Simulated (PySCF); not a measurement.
Compound: C₅H₁₁FO₃Si.
SMILES with atom numbers: `[CH3:1][CH2:2][Si@@:3]1([F:4])[CH2:5][O:6][CH2:7][O:8][CH2:9][O:10]1`

Probes without a nucleus sit at each ring's centroid and 1 Å off its mean plane on both sides; NICS is minus the shielding there, NICSzz its component along the normal. Level: GIAO PBE0/pcSseg-1 (PySCF, non-relativistic, gas phase) on the GFN2-xTB geometry, one conformer.

Ring bond lengths (Å), with Mayer bond orders in brackets: Si3–C5 1.919 (0.86), C5–O6 1.432 (0.87), O6–C7 1.377 (1.00), C7–O8 1.411 (0.91), O8–C9 1.394 (0.93), C9–O10 1.387 (0.94), O10–Si3 1.629 (0.96).

**Question.** Give the NICS values of each ring in ppm.

**Answer.** 
| ring | type | NICS(0) | NICS(1), two faces | NICS(1)zz, two faces | rms pucker (Å) | centre to ring atoms, mean (Å) |
| --- | --- | --- | --- | --- | --- | --- |
| Si3–C5–O6–C7–O8–C9–O10 | 7-membered ring with 3 O and Si; formal bonds all single | -2.6 | -1.6 / -4.5 | 3.5 / 0.4 | 0.42 | 1.58 |

**Question.** What do they say, and how far can they be read as aromaticity?

**Answer.** 
- Si3–C5–O6–C7–O8–C9–O10: mean NICS(1)zz 1.9 ppm, near zero. Si3, C5, C7, C9 have four or more neighbours; no verdict on aromaticity is drawn. The two faces differ by 3.1 ppm, so no symmetry operation interchanges them.

**Question.** At the second NICS(1) probe listed for ring Si3–C5–O6–C7–O8–C9–O10, 1 Å off the ring, what do the in-plane components average?

**Answer.** The isotropic value is a third of the trace: (3 × -4.5 − (0.4))/2 = -7.0 ppm.

**Question.** Give the inner angles of the rings and the Hirshfeld charges of the ring atoms.

**Answer.** 
- Si3–C5–O6–C7–O8–C9–O10: Si3 108.6° (+0.484 e), C5 109.2° (-0.096 e), O6 114.0° (-0.140 e), C7 115.3° (+0.067 e), O8 115.3° (-0.136 e), C9 111.9° (+0.074 e), O10 120.5° (-0.238 e); sum 794.6° against 900° for a flat convex ring.

**Question.** How shielded are the nuclei of the rings and their hydrogens (means over atoms taken as equivalent)?

**Answer.** 
```
  atoms                     environment  σ isotropic (ppm)  principal values of the symmetric part, first atom (ppm)
    Si3          fluorine-bound silicon              350.8                                       322.0, 349.9, 380.5
     C5      sp3 carbon bound to oxygen              124.9                                        93.2, 108.6, 172.7
     O6             cyclic ether oxygen              273.8                                       208.6, 291.9, 320.8
     C7  sp3 carbon bearing two oxygens               85.5                                         59.3, 90.0, 107.1
     O8             cyclic ether oxygen              209.1                                       129.9, 206.6, 290.7
     C9  sp3 carbon bearing two oxygens               93.8                                         68.9, 97.5, 115.0
    O10              silyl ether oxygen              229.1                                       136.7, 231.4, 319.0
H on C5              methylene hydrogen              27.78                                          23.8, 27.3, 32.2
H on C5              methylene hydrogen              28.71                                          24.0, 28.9, 33.2
H on C7              methylene hydrogen              26.90                                          22.3, 26.1, 32.3
H on C7              methylene hydrogen              26.50                                          21.1, 25.9, 32.4
H on C9              methylene hydrogen              26.45                                          22.5, 25.4, 31.5
H on C9              methylene hydrogen              26.28                                          21.6, 25.5, 31.7
```
